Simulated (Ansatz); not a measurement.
Computed with Ansatz on PBE0-D4/def2-TZVP structures; ΔE is electronic, products minus reactants. CBS: MP2 limit from def2 TZ/QZ plus the TZ coupled-cluster correction, frozen cores. Functionals use def2-TZVPP. B3LYP here is the variant with VWN-RPA as its local correlation; programs differ in this. def2 core potentials past Kr. For Sb outer-core shells are correlated without core-valence functions, which leaves a few kJ/mol of doubt a bond. Each species was taken in one conformer, which may not be the lowest.

`CC[SiH2]N` + `[CH3][SbH2]` → `CC[SiH2][SbH2]` + CH₃NH₂  (formal exchange of groups at the Si–N bond)

| level | ΔE (kJ/mol) | difference from CCSD(T)/CBS |
| --- | --- | --- |
| ωB97X-V | 67.6 | -2.4 |
| ωB97M-V | 71.9 | 1.9 |
| B2PLYP | 73.4 | 3.4 |
| r2SCAN | 68.6 | -1.4 |
| PBE0 | 59.5 | -10.5 |
| B3LYP | 70.8 | 0.8 |
| HF/def2-QZVPP | 78.3 | 8.3 |
| SCS-MP2/def2-QZVPP | 76.2 | 6.2 |
| HF/CBS(def2) | 78.5 | 8.5 |
| MP2/CBS(def2) | 73.8 | 3.8 |
| CCSD(T)/CBS | 70.0 | 0 |

Largest T1 diagnostic among the species: 0.013.

The D4 term adds −4.4 kJ/mol with B3LYP and −2.7 kJ/mol with PBE0; it sums over pairs of atoms, weighted by their polarisabilities, and B3LYP, whose exchange is more repulsive, gets the larger term.
